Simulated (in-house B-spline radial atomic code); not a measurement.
A run on I that did not converge. Method: scalar-relativistic (X2C) TPSS, spin-polarised, spherical fractional occupations, Fermi nucleus of rms radius 4.75 fm; computed with an all-electron radial atomic-structure program (B-spline basis).

Command:
```bash
python run_scf.py task.json out
```
Settings (nuclear radius in fm, mass in u):
```
Z                53
configuration    [Kr] 4d9.875 4f0.125 5s2 5p5
hamiltonian      x2c
method           tpss,tpss
spin_polarised   True
nucleus          fermi
rms_radius       4.75
atomic_mass      126.90447
speed_of_light   137.035999084
```

First and last ten iterations of the last attempt (damped for 15 steps, keeping 80 % of the old Fock matrix, then DIIS):
```
 iter        energy (Eh)    residual
    1       -7115.123317    7.81e-02
    2       -7115.127053    2.09e-03
    3       -7115.127106    1.39e-03
    4       -7115.127124    9.39e-04
    5       -7115.127131    6.42e-04
    6       -7115.127133    4.44e-04
    7       -7115.127134    3.10e-04
    8       -7115.127135    2.19e-04
    9       -7115.127135    1.57e-04
   10       -7115.127135    1.13e-04
  111       -7115.127135    4.08e-06
  112       -7115.127135    4.34e-06
  113       -7115.127135    5.20e-06
  114       -7115.127135    5.21e-06
  115       -7115.127135    5.25e-06
  116       -7115.127135    5.34e-06
  117       -7115.127135    5.37e-06
  118       -7115.127135    5.41e-06
  119       -7115.127135    4.32e-06
  120       -7115.127135    4.37e-06
 not converged after 120 iterations
```

The smallest residual met was 7.9e-07; the threshold is about 5e-07. Over the last five steps the energy moves by less than 3e-07 hartree, but the orbitals didn't meet the threshold. Time taken, with all properties: 4.1 s on 1 thread of Arm Neoverse V1 (shared host).
